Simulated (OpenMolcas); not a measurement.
Mg: effect of the basis set

```yaml
Program: OpenMolcas 26.06
Method: "SS-CASPT2, IPEA 0.25 Eh, imaginary shift 0.1 Eh (closed shells correlated: 2s 2p)"
Active_space: 2 electrons in 4 orbitals (3s 3p)
State_averaging: 2S+1 = 3 even, 3 roots (0 in the spin-orbit step); 2S+1 = 1 even, 1 root; 2S+1 = 3 odd, 3 roots; 2S+1 = 1 odd, 3 roots (0 in the spin-orbit step)
Spin-orbit_coupling: RASSI with atomic mean-field integrals over the reference wave functions, term energies averaged over their components
```

A. ANO-R1 [4s3p1d], X2C, finite nucleus; CASPT2 step of the order of 0.8 core-seconds
B. ANO-R3 [6s4p4d2f], X2C, finite nucleus; CASPT2 step of the order of 0.7 core-seconds
C. ANO-R2 [6s4p4d2f], X2C, finite nucleus; CASPT2 step roughly 0.9 core-seconds

Energies in cm-1 above 3s2 1S0, the measured ground level; measured values from NIST Handbook of Basic Atomic Spectroscopic Data.

```
      Level      A      B      C  Measured
    3s2 1S0    0.0    0.0    0.0       0.0
3s 3p 3P* 0  37262  36500  36500     21850
3s 3p 3P* 1  37296  36533  36533     21870
3s 3p 3P* 2  37363  36601  36601     21911
```

Deviations, from unrounded energies. A percentage is the sum of absolute deviations over the sum of measured energies, with the sign that they share, or ± where signs differ.

```
           Against measurement  Levels      A      B      C
mean absolute deviation (cm-1)       3  15000  15000  15000
      other configurations (%)       3  +70.5  +67.0  +67.0
```

B, C lie about equally close to measurement and A furthest from it. The largest miss of B in the table is 3s 3p 3P* 2, by +15000 cm-1. The ranking rests on the paired levels alone, and a cruder setting can come out closer through cancelling errors.

The two smallest mean deviations differ by little beside CASPT2's spread within terms, so their order carries little weight.

Among A to C the level of the table that moves most is 3s 3p 3P* 2, by 760 cm-1 (lowest in B, highest in A).

The ANO-R sets hold no well-fitted valence p shell for this element, so s → p excitations can come out far too high. Computed and measured levels are paired by configuration, term and J; levels that our copy of the source lacks, or whose pairing is in doubt (as where it misses far off the trend of its configuration), stay unpaired and out of the deviations. Only configurations of the active space appear.

* marks odd parity.
